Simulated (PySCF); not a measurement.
**C₆ coefficients of unlike pairs at PBE0**

Calculated with PySCF 2.14 from the dipole response of each species, C₆(A,B) = (3/π) ∫ α_A(iu) α_B(iu) du, in atomic units, from isotropic polarisabilities. For ions this is the dispersion term alone; charge-induced terms of lower order in 1/R come first.

```
species      configuration                        basis     relativity  α (bohr³)  C₆ (like pair)
     O⁺  [He] 2s2 2p3 (4S)  aug-cc-pVQZ-DK (6s5p4d3f2g)  spin-free X2C      2.636           5.139
   Sc²⁺      [Ar] 3d1 (2D)  aug-cc-pwCVTZ (10s9p7d4f3g)           none      4.795           14.24
     Ar          [Ar] (1S)         dyall-av2z (13s9p2d)           none      9.766           57.16
     S⁺  [Ne] 3s2 3p3 (4S)     aug-cc-pV(D+d)Z (5s4p3d)           none      10.96           54.90
```

(1) Estimate C₆ for Sc²⁺ with O⁺.

No spin-orbit coupling is included.

The other pairs:

| pair | C₆ |
| --- | --- |
| S⁺, Ar | 55.43 |
| Ar, Sc²⁺ | 28.20 |
| S⁺, Sc²⁺ | 26.95 |
| S⁺, O⁺ | 16.18 |
| Ar, O⁺ | 16.97 |

Results:

(1) The integral gives 8.545. The combination rule 2 C_A C_B / (C_A α_B/α_A + C_B α_A/α_B) gives 8.522 and the geometric mean 8.555.
